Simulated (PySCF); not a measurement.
A calculated (BP86, PySCF 2.14, dyall-av3z, the non-relativistic Hamiltonian (point nucleus)) atom or ion has these occupied shells.

```
shell  electrons  orbital energy (eV)  rms radius, mean of both spins (bohr)
   1s          2              -451.03                                  0.266
   2s          2              -68.169                                   1.20
```

Problem. Name the element and its charge.

Solution. N(3+) (nitrogen, charge +3), in [He] 2s2, closed-shell 1S.
